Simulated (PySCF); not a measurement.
Order these species by their calculated properties.

Each SMILES stands for a single optimised conformer of the isolated species, non-relativistic unless stated. Electronic properties by PySCF.

Dipoles, sizes and rotational constants follow the conformer. The torsions of the flexible species, by atom-mapped SMILES:
- `[CH3:1][CH2:2][CH2:3][C:4](=[O:5])[OH:6]`: C1–C2–C3–C4 -177°, C2–C3–C4–O5 6°, H–O6–C4–C3 -179°
- `[H]/[N:1]=[CH:2]/[CH:3]=[CH:4]\[F:5]`: N1–C2–C3–C4 -179°
- `[H]/[N:1]=[CH:2]\[CH:3]=[CH:4]\[F:5]`: N1–C2–C3–C4 180°
- `[PH2:1][SiH2:2][AsH2:3]`: H–P1–Si2–As3 -169°, H–P1–Si2–As3 -75°, H–As3–Si2–P1 167°, H–As3–Si2–P1 75°
- `[CH3:1][NH:2][GeH2:3][Se:4][GeH3:5]`: C1–N2–Ge3–Se4 -68°, N2–Ge3–Se4–Ge5 -39°
- `[CH3:1][CH2:2][C@@H:3]1[CH2:4][CH2:5][Ge@@H:6]1[CH3:7]`: C1–C2–C3–C4 177°

The conformers of `CC1C[CH2][GeH2][CH2]C1` aren't listed.

**Question.** Rank by smallest rotational constant, lowest first (PBE0-D3(BJ)/def2-SVP).
A. `[H]/N=C/C=C\F`
B. `P[SiH2][AsH2]`
C. `[H]/N=C\C=C\F`
D. `C(O)(=O)CCC`

**Answer.** B (1.278 GHz), D (1.578 GHz), C (2.069 GHz), A (2.430 GHz).

**Question.** Give the two extremes of that set in cm⁻¹.

**Answer.** `P[SiH2][AsH2]`: 0.0426 cm⁻¹; `[H]/N=C/C=C\F`: 0.0810 cm⁻¹.

**Question.** Rank by HOMO energy, highest first (CAM-B3LYP/def2-SVPD at PBE0-D3(BJ)/def2-SVP geometries).
A. `[H]/N=C/C=C\F`
B. `C1[CH2][Ge@H]([CH3])[C@@H]1CC`
C. `F/C=C/C=N\[H]`
D. `CC1C[CH2][GeH2][CH2]C1`
E. `CCCC(=O)O`
F. `[GeH3][Se][GeH2][NH]C`

**Answer.** F (-7.96 eV), B (-8.49 eV), D (-8.84 eV), A (-8.97 eV), C (-9.10 eV), E (-9.72 eV).

**Question.** Rank by lowest triplet excitation (Tamm–Dancoff), lowest first (TDA CAM-B3LYP/def2-SVPD at PBE0-D3(BJ)/def2-SVP geometries).
A. `C[NH][GeH2][Se][GeH3]`
B. `[H]/N=C/C=C\F`
C. `CC[C@@H]1C[CH2][Ge@@H]1[CH3]`
D. `CCCC(=O)O`
E. `CC1C[CH2][GeH2][CH2]C1`

**Answer.** B (3.43 eV), A (4.63 eV), D (5.45 eV), C (6.34 eV), E (7.10 eV).

**Question.** Give the two extremes of that set in kJ/mol.

**Answer.** `[H]/N=C/C=C\F`: 331 kJ/mol; `CC1C[CH2][GeH2][CH2]C1`: 685 kJ/mol.

**Question.** Rank by static isotropic polarisability, highest first (CAM-B3LYP/def2-SVPD at PBE0-D3(BJ)/def2-SVP geometries).
A. `C[NH][GeH2][Se][GeH3]`
B. `CCCC(=O)O`
C. `CC[C@@H]1C[CH2][Ge@@H]1[CH3]`
D. `[H]/N=C/C=C\F`

**Answer.** A (112.5 au), C (101.3 au), B (57.1 au), D (48.7 au).

**Question.** By how much do the two ends of that ranking differ?

**Answer.** By 63.8 au, between `C[NH][GeH2][Se][GeH3]` and `[H]/N=C/C=C\F`.

**Question.** Rank by vertical ionisation energy, highest first (ΔSCF CAM-B3LYP/def2-SVPD at PBE0-D3(BJ)/def2-SVP geometries).
A. `CC[C@@H]1C[CH2][Ge@@H]1[CH3]`
B. `N(=C\C=C/F)/[H]`
C. `C[NH][GeH2][Se][GeH3]`
D. `C(/F)=C\C=N/[H]`
E. `OC(=O)CCC`
F. `CC1C[CH2][GeH2][CH2]C1`

**Answer.** E (10.73 eV), D (10.09 eV), B (9.95 eV), F (9.51 eV), A (9.10 eV), C (8.66 eV).

**Question.** Rank by dipole moment, lowest first (CAM-B3LYP/def2-SVPD at PBE0-D3(BJ)/def2-SVP geometries).
A. `C[NH][GeH2][Se][GeH3]`
B. `CC[C@@H]1C[CH2][Ge@@H]1[CH3]`
C. `CCCC(=O)O`
D. `[H]/N=C/C=C\F`

**Answer.** B (0.50 D), D (1.25 D), C (1.62 D), A (2.29 D).
